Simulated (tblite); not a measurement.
Run record: tight-binding relaxation, `C[S][AlH][N](C)C(C)C`.

Computed with GFN2-xTB geometry optimisation, gas phase (tblite 0.8.0). Start geometry: from a force field or distance geometry. A driver script takes a list of jobs; this job's settings line and coordinates (Å) are shown.

Command:
```bash
OMP_NUM_THREADS=1 python probes_run.py task.json out
```

Input:
```
{"job": {"kind": "relax", "xc": "GFN2-xTB", "basis": "xTB"}, "charge": 0, "multiplicity": 1}
C      4.233000     0.829200     0.034200
S      2.557700     1.404400    -0.449400
Al     0.997500     0.368100     0.868900
N     -0.392500    -0.519700    -0.012000
C     -0.212900    -1.901200    -0.290600
C     -1.717800    -0.061800     0.178600
C     -2.547600    -0.287500    -1.074000
C     -1.792400     1.443500     0.469000
H      4.764500     0.430500    -0.833100
H      4.164200     0.000200     0.789500
H      4.777600     1.660400     0.515000
H      1.576500    -0.373700     2.178600
H      0.862900    -2.137500    -0.155600
H     -0.795300    -2.585500     0.339400
H     -0.412300    -2.134800    -1.370100
H     -2.285900    -0.540000     1.022600
H     -2.689000    -1.374900    -1.226500
H     -2.016300     0.087800    -1.976600
H     -3.527700     0.247900    -0.990500
H     -2.585800     1.878600    -0.200800
H     -2.130900     1.633900     1.509300
H     -0.837900     1.951500     0.272200
```

Output:
```
step      E/eV     max force
  0    -682.98075    2.567
  1    -683.24376    1.277
  2    -683.35326    1.055
  3    -683.43482    0.739
  4    -683.50609    0.548
  5    -683.53745    0.362
  6    -683.55544    0.282
  7    -683.56743    0.256
  8    -683.57754    0.272
  9    -683.58400    0.158
... (167 lines left out)
177    -683.92901    0.061
178    -683.92969    0.043
179    -683.93009    0.051
180    -683.93035    0.027
181    -683.93046    0.023
182    -683.93052    0.017
183    -683.93057    0.016
184    -683.93061    0.013
185    -683.93063    0.011
186    -683.93065    0.009
```

«max force» is the largest atomic force in eV/Å.

**Question.** From which step on does the largest force stay under 0.1 eV/Å, and how much energy is left to gain from there?

**Answer.** From step 177 (0.061 eV/Å), 1.6 meV above the end.

Main results: energy lowered by 21.9 kcal/mol over 186 steps; largest atomic force 0.009 eV/Å at the end.

Hardware: Arm Neoverse V1, one thread, no GPU, shared host. Cost: 1.9 s of wall time.
Labels such as C1 count atoms from 1, the log's own numbers from 0.
